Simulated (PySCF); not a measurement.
# Exercise with solution: entropy of an ideal gas

SnCl, SMILES [Cl][Sn+] (connectivity only; charge and spin as stated), charge +1, multiplicity 1.

The structure is a stationary point at B3LYP-D3(BJ)/def2-TZVP. The multiplicity is an assumed one; other spin states were not compared. The def2 effective core potentials stand for the cores of Sn; spin–orbit coupling is left out.

B3LYP-D3(BJ)/def2-TZVP run with PySCF gives the harmonic wavenumbers 415 cm⁻¹ and the rotational temperature 0.1709 K. The molar mass is 154.16 g/mol, the symmetry number 1, the spin multiplicity 1.

Work out the entropy at 298.15 K and 1 atm in the rigid-rotor, harmonic-oscillator model.


Translation (Sackur–Tetrode at 1 atm): S = R[1.5 ln M + 2.5 ln T − 1.16487] = 171.6 J/(mol K).
Rotation: q = T/(σ θ) = 1740, S = R[ln q + 1] = 70.4 J/(mol K).
Vibration: with u = 1.4388 ν/T, each mode gives R[u/(e^u − 1) − ln(1 − e^−u)]:
```json
[
 {"ν (cm⁻¹)": "415", "modes": "1", "u": "2.00", "S (J/(mol K))": "3.80"}
]
```
These are all the modes. Sum 3.8 J/(mol K).
Spin: R ln 1 = 0.0 J/(mol K).
Total 245.8 J/(mol K); the program's own thermochemistry gives 245.8. Translation makes up 70 % and vibration 2 %. Anharmonicity, hindered rotation and orbital degeneracy are left out.
